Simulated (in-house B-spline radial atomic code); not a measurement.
**RPA and G0W0 on LC-wPBE: Se II (Se+)**

Configuration [Ar] 3d10 4s2 4p3, highest spin, mean-field start LC-wPBE. Computed with a B-spline radial code for spherical atoms: all electrons, scalar-relativistic (spin-free one-electron X2C), finite nucleus, each spin shell either full or empty, empty states to l = 9 with an (l + 1/2)⁻⁴ tail; G0W0 by contour deformation at full frequency.

Command:
```bash
python run_gw.py task.json out
```
Settings (radii: box in bohr, nucleus in fm):
```
Z                        34
electrons                33
configuration            [Ar] 3d10 4s2 4p3
hamiltonian              x2c
method                   lc_wpbe
lmax                     9
rms_radius               4.14
spin_polarised           True
box_radius               23.78
intervals                71
```

Run time, properties included: 7.1 s on 1 thread of Arm Neoverse N1, with other jobs on the host.

Energies (hartree):

```json
{"term": "mean-field total", "value": "-2429.26102"}
{"term": "Hartree-Fock functional on these orbitals", "value": "-2427.80885"}
{"term": "direct second order", "value": "-2.7095"}
{"term": "second-order exchange", "value": "0.78893"}
{"term": "SOSEX correction", "value": "0.72856"}
```

Problem. What is the RPA correlation energy, and what remains with SOSEX?

Solution. RPA gives -2.3557 hartree (-1.94 eV per electron); RPA + SOSEX gives -1.6272, and the second-order doubles -1.9205 hartree (no singles). SOSEX takes back 31 % of the RPA value.

Quasi-particle levels (eV):

```
  level  occupied  mean field  Σx - vxc     Σc  QP weight    G0W0
  4p up       yes     -20.722     -0.62      ?          ?       ?
4s down       yes     -29.335      1.13  -1.88      0.945  -30.08
4p down        no      -9.772      2.31  -2.07      0.954  -9.537
```

G0W0 = mean field + (Σx - vxc) + Σc, with Σc (partial-wave tail included) taken at the quasi-particle energy. Only the outer levels were computed. Levels of low weight are left out.

Problem. Where does G0W0 put 4p up?

Solution. At -21.753 eV, with Σc = -0.41 eV and a quasi-particle weight of 0.952. The tabulated removal energy is 21.196 ± 0.01 eV (NIST, measured); the calculation leaves out spin-orbit coupling, Breit and QED terms, and what these don't explain is the method's own error.
